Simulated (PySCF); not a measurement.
Species: 2-methoxyfuran, C₅H₆O₂.
SMILES with atom numbers: `[CH3:1][O:2][c:3]1[cH:4][cH:5][cH:6][o:7]1` (hydrogens: H8, H9, H10 on C1; H11 on C4; H12 on C5; H13 on C6)

Method: PBE0-D3(BJ)/def2-SVP geometry optimisation, gas phase (PySCF); density fitting, grid level 2; the optimiser is geomeTRIC in internal coordinates, started from a GFN2-xTB structure.

Step 0: E = -9358.3722 eV
```
atom  x, y, z in Å  |  force x, y, z in eV/Å
C1     -2.2861    0.2822   -0.1435    0.219  -0.353   0.037
O2     -1.3621   -0.7790   -0.0011    0.642   0.657   0.029
C3     -0.0719   -0.4194    0.1072   -0.546  -0.468  -0.026
C4      1.0253   -1.2155    0.2555   -0.229   0.260  -0.036
C5      2.1289   -0.3254    0.3197   -0.307   0.230  -0.045
C6      1.6235    0.9269    0.2065    0.164  -0.104   0.025
O7      0.2716    0.8803    0.0759   -0.380  -0.272  -0.027
H8     -2.2520    0.9525    0.7201   -0.033   0.187   0.203
H9     -2.0845    0.8611   -1.0494    0.012   0.166  -0.224
H10    -3.2658   -0.1853   -0.2128   -0.308  -0.076  -0.023
H11     1.0360   -2.2823    0.3102   -0.058  -0.691   0.029
H12     3.1587   -0.5939    0.4349    0.665  -0.109   0.071
H13     2.0739    1.8982    0.2018    0.160   0.572  -0.013
```

**Question.** Estimate the geometry and energy of step 1. (The exact step hangs on the optimiser's Hessian estimate; all steps are aligned on step 0, rigid shifts and turns removed.)

**Answer.** E = -9358.4151 eV, largest force 0.260 eV/Å
```
atom  x, y, z in Å  |  force x, y, z in eV/Å
C1     -2.2800    0.2937   -0.1436   -0.058   0.025  -0.005
O2     -1.3574   -0.7618    0.0018   -0.018  -0.105   0.000
C3     -0.0728   -0.4523    0.1102   -0.045   0.256  -0.016
C4      1.0321   -1.2394    0.2572    0.017  -0.171   0.010
C5      2.1331   -0.3254    0.3190    0.161  -0.030   0.018
C6      1.6186    0.9259    0.2062   -0.112   0.066  -0.016
O7      0.2591    0.8492    0.0772    0.075  -0.005   0.010
H8     -2.2584    0.9755    0.7232    0.015  -0.030  -0.021
H9     -2.0846    0.8826   -1.0555    0.011  -0.028   0.025
H10    -3.2704   -0.1735   -0.2160    0.027   0.012   0.002
H11     1.0495   -2.3251    0.3132   -0.011   0.054  -0.003
H12     3.1873   -0.5765    0.4351   -0.061   0.001  -0.007
H13     2.0394    1.9275    0.1971    0.001  -0.045   0.002
```

The energy changes by -0.0429 eV. The first-order estimate −F·Δx gives -0.0988 eV and the mean of the old and new forces, exact on a quadratic surface, -0.0429 eV. The step makes an angle of 58° with the force vector and moves no atom by more than 0.046 Å.

What follows is the cost of the whole optimisation. Hardware: one thread, Arm Neoverse V1 (aarch64), shared host with 32 logical CPUs at a one-minute load of 13. Cost: 40 s wall, 0.69 GiB resident at most.
